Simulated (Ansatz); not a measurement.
Ansatz (a quantum-chemistry and plane-wave program) input (RI-MP2/def2-QZVPP):
A basis named .json is the Basis Set Exchange file of that set.

Ansatz 0.2 input:
```yaml
crystal:
  periodic: [false, false, false]
  atoms:
    - {symbol: Re, position_ang: [-0.03976755, -0.06843767, 0.00094718]}
    - {symbol: F, position_ang: [1.76553616, 0.49429607, -0.00707260]}
    - {symbol: F, position_ang: [-0.44487969, 1.77847803, -0.02438282]}
    - {symbol: F, position_ang: [-0.98926026, -1.70246021, 0.02356222]}
basis:
  gaussian:
    orbitals: def2-QZVPP.json
    fitting: {mean_field: def2-universal-jkfit, correlation: def2-QZVPP-RIFIT.json}
magnetization: {spin_polarized: true, initial_magnetization: 4}
correlation: {method: mp2, electrons: outside_noble_gas}
```

End of the output:

```
integrals: 0.29 GiB planned
458 factors; integrals over basis functions are off by at most 1.4e0 eV
675 factors; integrals over basis functions are off by at most 5.4e0 eV
mean field: 0.88 GiB planned
mean field evaluation 1: about -10228.6463 eV, gradient 3.8e1 eV
mean field evaluation 2: about -10230.8454 eV, gradient 3.3e1 eV
mean field evaluation 4: about -10234.2399 eV, gradient 1.9e0 eV
mean field evaluation 8: about -10234.3112 eV, gradient 9.3e-4 eV
mean field -10234.31118379 eV, -376.1039989389 hartree, gradient 2.5e-6 eV, S^2 6.016695; 0 other end points of the search recorded, 0 dependent functions left out
7 core orbitals not correlated
reference -10234.31118379 eV, -376.1039989389 hartree; 16, 12 occupied and 236, 240 virtual orbitals, 675 factors
second order -27.52676982 eV of doubles, -0.00000000 eV of singles
Total energy: -10261.83795360 eV, -377.1155890713 hartree
```

The spin state was set by rule; other spins were not relaxed.
